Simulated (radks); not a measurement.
Results of a calculation; reference values are marked as such.
The mean radii <r> (bohr) of the occupied orbitals of an atom or ion are listed with their occupations. Code: a radial shooting solver on a logarithmic mesh with Libxc functionals. Model: Dirac Kohn-Sham, exchange-only B88, spin-unpolarised, spherical densities, finite nucleus; Fermi nuclear charge, rms radius of each element as measured or else 0.836 A^(1/3) + 0.57 fm.

orbital  occ.      <r>
1s1/2       2  0.05845
2s1/2       2   0.2668
2p1/2       2   0.2334
2p3/2       4   0.2365
3s1/2       2   0.8110
3p1/2       2   0.8518
3p3/2       4   0.8613
3d3/2     2.4    1.116
3d5/2     3.6    1.122
4s1/2       1    2.737

Name the element and its charge. Open shells, if any, are shared by 2j + 1.

Answer. Z = 26, iron, charge +1: Fe+ in [Ar] 3d6 4s1. The 1s radius gives Z: for a bare nucleus <r> = (2 gamma + 1)/(2Z) with gamma = sqrt(1 - (Z/c)^2), 0.05699 bohr for Z = 26, and screening makes it slightly larger (0.05845 here). The occupations add up to 25, and the charge is Z minus that.
